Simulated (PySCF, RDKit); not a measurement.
Isomers of H5NSi2. All species are isolated molecules in the gas phase. Strings in code marks are SMILES.

Quantity: electronic energy of isomers of H5NSi2 relative to `[SiH2]=N[SiH3]`, in kJ/mol. Force-field values (RDKit) are differences of steric energies, which aren't made for comparing isomers with other bonds.

Level 1: PBE0-D3(BJ)/def2-TZVP (PySCF)
Level 2: ωB97X-D3(BJ)/def2-TZVP // PBE0-D3(BJ)/def2-TZVP (PySCF)
Level 3: HF/STO-3G // PBE0-D3(BJ)/def2-TZVP (PySCF)
Level 4: UFF, relaxed from the DFT geometry (RDKit)

| species | level 1 | level 2 | level 3 | level 4 |
|---|---|---|---|---|
| `N[SiH]=[SiH2]` | 25.29 | 46.2 | 33.16 | 0.72 |
| `[H]/N=[SiH]\[SiH3]` | 60.1 | 65.0 | 22.25 | 5.14 |
